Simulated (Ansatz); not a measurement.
`CC1=CC(C)=[O+][Al-]([CH3])([F])[O]1`. Charge 0, multiplicity 1. The geometry is a stationary point of PBE0-D4/def2-TZVP.

```xyz
20

C     1.404   -0.198   -2.557
C     0.599   -0.066   -1.310
C    -0.110   -1.156   -0.804
C    -0.851   -1.101    0.377
C    -1.558   -2.310    0.885
O    -0.970   -0.052    1.091
Al   -0.375    1.618    0.670
C     0.682    2.430    2.078
F    -1.682    2.446    0.054
O     0.621    1.083   -0.759
H     1.355   -1.199   -2.980
H     2.444    0.058   -2.338
H     1.045    0.529   -3.289
H    -0.067   -2.092   -1.341
H    -1.200   -2.534    1.894
H    -1.413   -3.178    0.245
H    -2.625   -2.088    0.968
H     0.076    2.639    2.964
H     1.114    3.382    1.756
H     1.509    1.787    2.394
```

**Question.** What is the dipole moment at r2SCAN/def2-TZVPP? (An estimate is asked.)

**Answer.** Computed: 5.51 D, with components (1.63, -4.99, -1.66) D in this frame, pointing from negative to positive charge.

**Question.** And with PBE, B3LYP, ωB97M-V? (Estimate.)

**Answer.** Ansatz gave: PBE 5.32 D, B3LYP 5.62 D, ωB97M-V 5.62 D.

**Question.** Give the Mulliken charges with r2SCAN, PBE, ωB97M-V in def2-TZVPP. (Best estimate.)

**Answer.** Computed: 
| atom | r2SCAN | PBE | ωB97M-V |
| --- | --- | --- | --- |
| C1 | -0.12 | -0.23 | -0.27 |
| C2 | 0.35 | 0.23 | 0.28 |
| C3 | -0.26 | -0.19 | -0.21 |
| C4 | 0.35 | 0.23 | 0.28 |
| C5 | -0.12 | -0.23 | -0.27 |
| O6 | -0.32 | -0.23 | -0.30 |
| Al7 | 0.60 | 0.48 | 0.60 |
| C8 | -0.40 | -0.46 | -0.55 |
| F9 | -0.39 | -0.35 | -0.38 |
| O10 | -0.32 | -0.23 | -0.30 |
| H11 | 0.05 | 0.08 | 0.10 |
| H12 | 0.07 | 0.11 | 0.13 |
| H13 | 0.08 | 0.11 | 0.13 |
| H14 | 0.07 | 0.09 | 0.10 |
| H15 | 0.07 | 0.11 | 0.13 |
| H16 | 0.05 | 0.08 | 0.10 |
| H17 | 0.08 | 0.11 | 0.13 |
| H18 | 0.06 | 0.09 | 0.11 |
| H19 | 0.06 | 0.09 | 0.11 |
| H20 | 0.05 | 0.08 | 0.10 |

B3LYP here is the variant with VWN-RPA as its local correlation; programs differ in this.
